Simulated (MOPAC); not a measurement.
MOPAC input (AM1):

```
AM1 PRECISE GNORM=0.05 LET XYZ UHF MS=0.5 GEO-OK AUX(PRECISION=9) THREADS=1
C2HO

C     1.46871900 1   -0.10220400 1   -0.17749300 1
C     0.20127400 1   -0.01291600 1   -0.01782900 1
O    -1.06597100 1    0.15715700 1    0.07537200 1
H    -1.49218500 1   -0.56653100 1    0.56895600 1
```

Output:

```
 *******************************************************************************
 **                                                                           **
 **                              MOPAC v23.2.5                                **
 **                                                                           **
 *******************************************************************************
 ** MOPAC's Digital Object Identifier: https://doi.org/10.5281/zenodo.6511958 **
 **                                                                           **
 ** Please cite the open-source release paper for use of this MOPAC version:  **
 ** J. E. Moussa and J. J. P. Stewart (2026)                                  **
 ** MOPAC: An open-source semiempirical molecular orbital program             **
 ** J. Open Source Softw., 11(119), 8025, https://doi.org/10.21105/joss.08025 **
 *******************************************************************************

                              AM1 CALCULATION RESULTS

 *******************************************************************************
 *  AM1        - The AM1 Hamiltonian to be used
 *  GEO-OK     - OVERRIDE INTERATOMIC DISTANCE AND OTHER SAFETY CHECKS
 *  UHF        - UNRESTRICTED HARTREE-FOCK CALCULATION
 *  MS=        - IN MECI, MAGNETIC COMPONENT OF SPIN =  0.5
 *  LET        - OVERRIDE SOME SAFETY CHECKS
 *  PRECISE    - TIGHTER CRITERIA TO BE USED
 *  XYZ        - CARTESIAN COORDINATE SYSTEM TO BE USED
 *  GNORM      - EXIT WHEN GRADIENT NORM DROPS BELOW 0.050
 *  AUX        - OUTPUT AUXILIARY INFORMATION
 *******************************************************************************
AM1 PRECISE GNORM=0.05 LET XYZ UHF MS=0.5 GEO-OK AUX(PRECISION=9) THREADS=1
 C2HO

   ATOM   CHEMICAL          X               Y               Z
  NUMBER   SYMBOL      (ANGSTROMS)     (ANGSTROMS)     (ANGSTROMS)

     1       C          1.46871900  *  -0.10220400  *  -0.17749300  *
     2       C          0.20127400  *  -0.01291600  *  -0.01782900  *
     3       O         -1.06597100  *   0.15715700  *   0.07537200  *
     4       H         -1.49218500  *  -0.56653100  *   0.56895600  *

          CARTESIAN COORDINATES

    NO.       ATOM           X           Y           Z

     1         C          1.4687     -0.1022     -0.1775
     2         C          0.2013     -0.0129     -0.0178
     3         O         -1.0660      0.1572      0.0754
     4         H         -1.4922     -0.5665      0.5690

  H: (AM1): M.J.S. DEWAR ET AL, J. AM. CHEM. SOC. 107 3902-3909 (1985)
  C: (AM1): M.J.S. DEWAR ET AL, J. AM. CHEM. SOC. 107 3902-3909 (1985)
  O: (AM1): M.J.S. DEWAR ET AL, J. AM. CHEM. SOC. 107 3902-3909 (1985)

           Empirical Formula: C2 H O  =     4 atoms

      MOLECULAR POINT GROUP   :   Cs

          UHF CALCULATION, NO. OF ALPHA ELECTRONS =    8
                           NO. OF BETA  ELECTRONS =    7

          Geometry optimization using EF

          DIAGONAL MATRIX USED AS START HESSIAN

 CYCLE:     1  GRAD.:    33.275 HEAT:  99.90518
 CYCLE:     2  GRAD.:   313.345 HEAT:  120.1549
 CYCLE:     3  GRAD.:   245.180 HEAT:  113.6188
 CYCLE:     4  GRAD.:   231.265 HEAT:  108.3916
 CYCLE:     5  GRAD.:   467.248 HEAT:  132.0253
 CYCLE:     6  GRAD.:   213.772 HEAT:  110.6920
 CYCLE:     7  GRAD.:   738.658 HEAT:  145.0026
 CYCLE:     8  GRAD.:    87.368 HEAT:  101.0721
 CYCLE:     9  GRAD.:    32.226 HEAT:  99.75535
 CYCLE:    10  GRAD.:    35.972 HEAT:  99.95425
 CYCLE:    11  GRAD.:     3.829 HEAT:  99.56284
 CYCLE:    12  GRAD.:     3.934 HEAT:  99.56104
 CYCLE:    13  GRAD.:     0.287 HEAT:  99.55878
 CYCLE:    14  GRAD.:     0.177 HEAT:  99.55855
 CYCLE:    15  GRAD.:     0.070 HEAT:  99.55846
 CYCLE:    16  GRAD.:     0.028 HEAT:  99.55845

     GRADIENT =  0.02757 IS LESS THAN CUTOFF =  0.05000

 -------------------------------------------------------------------------------
 AM1 PRECISE GNORM=0.05 LET XYZ UHF MS=0.5 GEO-OK AUX(PRECISION=9) THREADS=1
 C2HO

     GEOMETRY OPTIMISED USING EIGENVECTOR FOLLOWING (EF).
     SCF FIELD WAS ACHIEVED

                              AM1 CALCULATION
                                                       MOPAC v23.2.5 Linux

          FINAL HEAT OF FORMATION =         99.55844 KCAL/MOL =     416.55253 KJ/MOL

          COSMO AREA              =         77.53 SQUARE ANGSTROMS
          COSMO VOLUME            =         59.19 CUBIC ANGSTROMS

          GRADIENT NORM           =          0.02757          =       0.01378 PER ATOM
          IONIZATION POTENTIAL    =         10.525168 EV
          ALPHA SOMO LUMO (EV)    =        -10.625  0.886
          BETA  SOMO LUMO (EV)    =        -10.525 -1.918
          NO. OF ALPHA ELECTRONS  =          8
          NO. OF BETA  ELECTRONS  =          7
          MOLECULAR WEIGHT        =         41.0293         POINT GROUP:  Cs

          MOLECULAR DIMENSIONS (Angstroms)

            Atom       Atom       Distance
            H     4    C     1     3.07352
            O     3    C     1     0.76533
            C     2    O     3     0.00677

          SCF CALCULATIONS        =         17

   ATOM   CHEMICAL          X               Y               Z
  NUMBER   SYMBOL      (ANGSTROMS)     (ANGSTROMS)     (ANGSTROMS)

     1       C          1.47170947  *  -0.09601329  *  -0.18097031  *
     2       C          0.20178424  *  -0.02078244  *  -0.01434820  *
     3       O         -1.07542158  *   0.16339436  *   0.07358927  *
     4       H         -1.46661654  *  -0.58559722  *   0.57604677  *

                             CARTESIAN COORDINATES

   1    C        1.471709467    -0.096013293    -0.180970313
   2    C        0.201784236    -0.020782444    -0.014348201
   3    O       -1.075421577     0.163394359     0.073589265
   4    H       -1.466616542    -0.585597222     0.576046772

           Empirical Formula: C2 H O  =     4 atoms

      MOLECULAR POINT GROUP   :   Cs

          ALPHA EIGENVALUES
 -40.75839 -31.16474 -22.19775 -18.38578 -16.83051 -12.16249 -10.78737 -10.62454
   0.88596   1.01708   1.85064   4.23451   5.92255

           BETA EIGENVALUES
 -40.11547 -30.03597 -21.93548 -18.10741 -15.31252 -11.66544 -10.52517  -1.91781
   1.26061   2.23905   2.55135   4.45661   6.16632

              NET ATOMIC CHARGES AND DIPOLE CONTRIBUTIONS

  ATOM NO.   TYPE          CHARGE      No. of ELECS.   s-Pop       p-Pop
    1          C           0.140126        3.8599     1.79211     2.06776
    2          C          -0.312385        4.3124     1.32496     2.98743
    3          O          -0.055868        6.0559     1.84515     4.21072
    4          H           0.228127        0.7719     0.77187
 DIPOLE           X         Y         Z       TOTAL
 POINT-CHG.    -0.631    -0.719     0.511     1.084
 HYBRID        -1.846    -0.298     0.487     1.932
 SUM           -2.477    -1.017     0.998     2.857

          ATOMIC ORBITAL ELECTRON POPULATIONS

     Atom    s        px        py        pz
    1  C   1.79211   0.89084   0.64811   0.52881
    2  C   1.32496   0.86764   1.17029   0.94949
    3  O   1.84515   1.17463   1.43228   1.60381
    4  H   0.77187

                    (SZ)    =    0.500000
                    (S**2)  =    0.753995

          ATOMIC ORBITAL SPIN POPULATIONS

    Atom   Total    s     px     py     pz
         Atomic
    1  C  0.4259  0.008 -0.006  0.114  0.310
    2  C  0.3675  0.016  0.007  0.085  0.260
    3  O  0.2157  0.006 -0.005  0.056  0.158
    4  H -0.0092 -0.009

 **********************
 *                    *
 * JOB ENDED NORMALLY *
 *                    *
 **********************

 == MOPAC DONE ==
```

The geometry given is a B3LYP-D3(BJ)/def2-TZVP minimum.
